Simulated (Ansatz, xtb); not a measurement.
# C5H6Cl2F2: 3 structures ranked

3 gas-phase structures of C5H6Cl2F2, from a drawn sample of its isomers (lower ones may exist). Each was relaxed with GFN2-xTB; where two conformers were screened, the lower at r2SCAN-D4/def2-SVP is listed:

A. `C/C=C\[C@H](F)C(F)(Cl)Cl`, a singlet
B. `C/C(=C/F)[C@H](F)C(Cl)Cl`, a singlet
C. `FC(F)(Cl)CC/C=C/Cl`, a singlet

Which do you expect lowest at r2SCAN-D4/def2-SVP, and how would the others follow?

Calculated order at r2SCAN-D4/def2-SVP: C (0.0), A (54.2), B (56.6) kJ/mol. Less than 1 kcal/mol parts A and B, so the order within that pair means little.

Energies above the lowest of each column, in kJ/mol; the last columns are at B3LYP/def2-SVP geometries (a dash: not run or not comparable):

```tsv
structure	GFN2-xTB	HF/STO-3G	r2SCAN-D4/def2-SVP	B3LYP/def2-SVP	CCSD(T)/def2-SVP + ΔMP2/def2-TZVPP
C	0.0	0.0	0.0	0.0	0.0
A	44.6	70.8	54.2	57.1	–
B	24.8	58.1	56.6	55.7	44.5
```

Every level run on C puts it lowest or level with the lowest. Some further structures that were screened fall inside this span and aren't listed. Flexible structures stand in one conformer each, not always the lowest. Frequencies (GFN2-xTB) were run for B, C alone. ΔMP2 is the change of the MP2 energy from the smaller to the larger basis.

Programs: Ansatz 0.2.0, xtb 6.7.1.
